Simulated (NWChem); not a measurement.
**Correlation energy of bromine (Br2)**

```
Br
Br 1 2.2983
```
Charge 0, spin multiplicity 1.

All runs are NWChem calculations. Structure: optimised with PBE0/def2-SVP, a minimum by its harmonic frequencies.

Basis set: def2-TZVP. Each correlation energy counts from its own Hartree-Fock reference.

The Hamiltonian is non-relativistic. The correlated methods keep 18 core orbitals frozen. Coupled-cluster values serve here as a point of comparison, not as the truth.

### Question
One of these methods gave a correlation energy of -558.8 mHa. Which?
A. CCSD
B. CR-CCSD(T)
C. MP2
D. CCSD(T)

### Answer
A, CCSD. The others give -547.2 (MP2), -578.2 (CCSD(T)), -573.9 (CR-CCSD(T)).
